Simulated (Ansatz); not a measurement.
Correlation energies of C$_{3}$H$_{9}$NbO$_{4}$, SMILES `C[O][Nb](=[O])([O]C)[O]C` by basis set

| atom | x (Å) | y (Å) | z (Å) |
| --- | --- | --- | --- |
| C1 | 1.141 | 2.768 | 0.854 |
| O2 | 1.038 | 1.376 | 0.753 |
| Nb3 | -0.020 | 0.012 | -0.014 |
| O4 | -1.289 | 0.744 | -0.884 |
| O5 | -0.776 | -1.080 | 1.331 |
| C6 | -2.005 | -1.491 | 1.855 |
| O7 | 1.002 | -1.026 | -1.217 |
| C8 | 1.077 | -1.399 | -2.563 |
| H9 | 0.336 | 3.267 | 0.303 |
| H10 | 1.087 | 3.067 | 1.905 |
| H11 | 2.102 | 3.098 | 0.449 |
| H12 | -2.092 | -2.580 | 1.784 |
| H13 | -2.072 | -1.207 | 2.910 |
| H14 | -2.841 | -1.035 | 1.314 |
| H15 | 0.272 | -0.943 | -3.148 |
| H16 | 1.003 | -2.487 | -2.650 |
| H17 | 2.038 | -1.084 | -2.981 |

The species carries charge 0 and has multiplicity 1. Correlated methods include outer-core shells of Nb, which these sets cover unevenly. Nb takes the def2 core potential. The structure was optimised at the PBE0-D4/def2-TZVP level. It is one conformer, not always the lowest. Frozen core, restricted reference, Ansatz.

```
     basis     HF (Eh)  MP2 corr.
  def2-SVP  -474.50461   -1.51824
def2-TZVPP  -475.02681   -1.95216
def2-QZVPP  -475.05103   -2.10662
```

(1) Estimate the CCSD correlation energy and the (T) correction in each basis where they were run (hartree).

Answers

(1) 
```tsv
basis	CCSD corr.	(T)
def2-SVP	-1.53571	-0.05839
def2-TZVPP	-1.94821	-0.09276
```
